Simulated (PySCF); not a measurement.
Isomers of C5H6Cl2O2, mass 167.974 u with the commonest isotopes. Theory: PBE0/def2-SVPD in PySCF (dipole) on a GFN2-xTB geometry, gas phase. One conformer each, none proved a minimum here; rigid rotors.

Question: Order these by radius of gyration √(Σ m r²/M), largest first.
A. `[O:1]=[C:2]([Cl:3])[CH2:4][CH2:5][CH2:6][C:7](=[O:8])[Cl:9]` with O1–C2–C4–C5 -1°, C2–C4–C5–C6 -178°, C4–C5–C6–C7 -67°, C5–C6–C7–O8 1°
B. `[CH3:1][C:2]([CH3:3])([C:4](=[O:5])[Cl:6])[C:7](=[O:8])[Cl:9]` with C1–C2–C4–O5 107°, C1–C2–C7–O8 -14° (dimethylmalonyl chloride)
C. `[CH3:1][O:2]/[C:3]([C:4](=[O:5])[Cl:6])=[C:7](\[CH3:8])[Cl:9]` with C1–O2–C3–C4 -77°, O2–C3–C4–O5 171°

Answer: A (2.879 Å), C (2.231 Å), B (2.014 Å).

Question: Order these by out-of-plane moment Σ m c² = (Ia + Ib − Ic)/2, largest first.
A. `[O:1]=[C:2]([Cl:3])[CH2:4][CH2:5][CH2:6][C:7](=[O:8])[Cl:9]` with O1–C2–C4–C5 -1°, C2–C4–C5–C6 -178°, C4–C5–C6–C7 -67°, C5–C6–C7–O8 1° (glutaryl dichloride)
B. `[CH3:1][C:2]([CH3:3])([C:4](=[O:5])[Cl:6])[C:7](=[O:8])[Cl:9]` with C1–C2–C4–O5 107°, C1–C2–C7–O8 -14°
C. `[CH3:1][O:2]/[C:3]([C:4](=[O:5])[Cl:6])=[C:7](\[CH3:8])[Cl:9]` with C1–O2–C3–C4 -77°, O2–C3–C4–O5 171°

Answer: B (155.07 u·Å²), A (43.68 u·Å²), C (25.51 u·Å²).

Question: Order these by rotational constant B, smallest first.
A. `[CH3:1][O:2]/[C:3]([C:4](=[O:5])[Cl:6])=[C:7](\[CH3:8])[Cl:9]` with C1–O2–C3–C4 -77°, O2–C3–C4–O5 171°
B. `[O:1]=[C:2]([Cl:3])[CH2:4][CH2:5][CH2:6][C:7](=[O:8])[Cl:9]` with O1–C2–C4–C5 -1°, C2–C4–C5–C6 -178°, C4–C5–C6–C7 -67°, C5–C6–C7–O8 1°
C. `[CH3:1][C:2]([CH3:3])([C:4](=[O:5])[Cl:6])[C:7](=[O:8])[Cl:9]` with C1–C2–C4–O5 107°, C1–C2–C7–O8 -14°

Answer: B (397.4 MHz), A (904.0 MHz), C (1082 MHz).

| SMILES | point group | Ia (u·Å²) | Ib (u·Å²) | Ic (u·Å²) | κ | μa (D) | μb (D) | μc (D) |
| --- | --- | --- | --- | --- | --- | --- | --- | --- |
| CO/C(C(=O)Cl)=C(\C)Cl | C1 | 302.77 | 559.02 | 810.77 | -0.46 | 1.33 | 3.82 | 0.62 |
| O=C(Cl)CCCC(=O)Cl | C1 | 164.70 | 1271.70 | 1349.05 | -0.98 | 1.63 | 1.22 | 2.32 |
| CC(C)(C(=O)Cl)C(=O)Cl | C2 | 369.46 | 467.11 | 526.41 | -0.40 | 0.00 | 2.51 | 0.00 |
